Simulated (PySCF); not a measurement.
How methods differ on the excitation energy of Be

Be [He] 2s2 (1S) → Be [He] 2s1 3d1 (3D), as a difference of total energies. Calculation: PySCF 2.14, in aug-cc-pVTZ-DK (5s4p3d2f, 46 functions); scalar relativity by spin-free X2C-1e. Correlated levels: valence: 1s2 frozen. The calculations carry no spin-orbit coupling.

```json
{"method": "UHF", "excitation energy (eV)": "7.967"}
{"method": "MP2 (valence)", "excitation energy (eV)": "8.640"}
{"method": "SCS-MP2 (valence)", "excitation energy (eV)": "8.860"}
{"method": "CCSD (valence)", "excitation energy (eV)": "8.987"}
```

Task: How much does correlation contribute at MP2 (valence)?

Result: 8.640 − (7.967) = 0.673 eV, measured against UHF.

The promoted electron is Rydberg-like, and one or two diffuse shells describe it only roughly, which tends to raise the upper state.

With two correlated electrons CCSD is exact in that space.
